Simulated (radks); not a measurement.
Results of a calculation; reference values are marked as such.
Species: the fluorine ion F5+. Configuration: [He] 2s2.

Level of theory: non-relativistic Kohn-Sham, PBEsol, spin-polarised, spherical densities, point nucleus (a radial shooting solver on a logarithmic mesh with Libxc functionals).

Energy parts (eV):
total: -2386.638
kinetic: 2383.519
electron-nucleus: -5115.324
Hartree: 522.896
exchange-correlation: -177.730

Orbitals (lengths in bohr, moments of r in powers of bohr):
| orbital | occ. | eigenvalue (eV) | <r^4> |
|---|---|---|---|
| 1s | 2 | -814.2389 | 0.004487 |
| 2s | 2 | -143.5962 | 0.9835 |

The highest occupied level is 2s at -143.60 eV. The electron density at the nucleus is 463.7 e/bohr^3.
